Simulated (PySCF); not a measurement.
# Correlation energy of C (carbon, neutral)

[He] 2s1 2p2 3s1, high-spin 5P determinant (an excited configuration). Calculation: PySCF 2.14, in x2c-TZVPPall with one added diffuse shell each of s, p, d type (6s4p3d1f, 40 functions); the spin-free X2C one-electron Hamiltonian (Gaussian nucleus). Frozen: 1s2; 4 electrons correlated.

```
  level  correlation energy (mhartree)
   CCSD                         -20.69
    (T)                          -0.16
CCSD(T)                         -20.85
```

Diagnostics: T1 = 0.0074, D1 = 0.0187, largest double amplitude 0.033.

The outer electron is Rydberg-like, and this basis confines it to a smaller radius and binds it less than a complete one would.

Cost of the coupled-cluster step: of the order of 0.9 core-seconds, for 4 correlated electrons.

Iterations:

```
CC2 = 0
CCSD nocc = (np.int64(4), np.int64(0)), nmo = (39, 39)
frozen orbitals [[0], [0]]
max_cycle = 100
direct = 0
conv_tol = 1e-08
conv_tol_normt = 1e-06
diis_space = 8
diis_start_cycle = 0
Init t2, MP2 energy = -0.0150157617811728
Init E_corr(UCCSD) = -0.0150157617812188
cycle = 1  E_corr(UCCSD) = -0.0188055955255164  dE = -0.00378983374  norm(t1,t2) = 0.0238184
cycle = 2  E_corr(UCCSD) = -0.0199273038840478  dE = -0.00112170836  norm(t1,t2) = 0.0109913
cycle = 3  E_corr(UCCSD) = -0.0206795675674  dE = -0.000752263683  norm(t1,t2) = 0.00624908
cycle = 4  E_corr(UCCSD) = -0.0206210430368075  dE = 5.85245306e-05  norm(t1,t2) = 0.00271767
cycle = 5  E_corr(UCCSD) = -0.0206880402040162  dE = -6.69971672e-05  norm(t1,t2) = 0.00132933
cycle = 6  E_corr(UCCSD) = -0.0206854135379639  dE = 2.62666605e-06  norm(t1,t2) = 0.000202351
cycle = 7  E_corr(UCCSD) = -0.0206876171956257  dE = -2.20365766e-06  norm(t1,t2) = 4.58992e-05
cycle = 8  E_corr(UCCSD) = -0.0206871404634549  dE = 4.76732171e-07  norm(t1,t2) = 1.45505e-05
cycle = 9  E_corr(UCCSD) = -0.0206869079623386  dE = 2.32501116e-07  norm(t1,t2) = 2.75523e-05
cycle = 10  E_corr(UCCSD) = -0.0206870743303487  dE = -1.6636801e-07  norm(t1,t2) = 2.11812e-06
cycle = 11  E_corr(UCCSD) = -0.0206870761178302  dE = -1.7874815e-09  norm(t1,t2) = 4.23845e-07
UCCSD converged
E(UCCSD) = -37.32452707247087  E_corr = -0.02068707611783015
UCCSD(T) correction = -0.00016470866710674
```
